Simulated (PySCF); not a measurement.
An unknown shows these calculated signals:

1H NMR (400 MHz, computed): δ 5.36 (br s, 2H), 5.27 (m, 2H), 5.11 (s, 1H), 5.10 (m, 2H), 1.44 (br s, 2H), 0.62 (br s, 1H).

13C{1H} NMR (computed): δ 185.0 (C).

All values are calculated (PySCF): GIAO PBE0/pcSseg-1 shieldings, PBE0-D3(BJ)/def2-SVP geometry. Non-relativistic Hamiltonian, a single conformation, averaged over atoms made equivalent by symmetry, fast rotation or ring inversion, in vacuum.

Chemical shifts δ = σref − σ; TMS for 1H (31.27 ppm), 13C (184.41 ppm), all at this level.

Question: Which of these does the molecule contain: a Si–H bond, a (CH3)2CH unit, a C≡C triple bond, a tert-butyl group, an NH or NH2 group?

Answer: 
- A Si–H bond: yes (δH 5.11 (s)).
- A (CH3)2CH unit: no.
- A C≡C triple bond: no.
- A tert-butyl group: no.
- An NH or NH2 group: yes (δH 5.36 (br s)).

The data belong to `[SiH]1(C(N)=O)N[SiH2]N[SiH2]N1`, CH$_{10}$N$_{4}$OSi$_{3}$; they needn't prove each group on their own.

Carbon signals by region: 1 in the far downfield region (above 160 ppm). Above 160 ppm: 185.0, carbonyl carbon.

Exchangeable OH/NH protons stand at their gas-phase positions; hydrogen bonding in a real sample shifts them, mostly to higher δ. Shifts are as computed. Against solution values, carbons near 30 ppm lie about +2 ppm off and those near 130 ppm about +5 ppm. Of 1211 compounds with measured shifts, 218 miss one by over three times the rms of a fit or turn the order of signals round; such compounds aren't used in these exercises. Hydrogen bonding in solution deshields acid and N–H amide carbonyl carbons by as much as 10 ppm beyond these values. Multiplicities follow the n + 1 count of equivalent neighbours, as no J values were calculated; m marks all less simple cases, F and P coupling included.
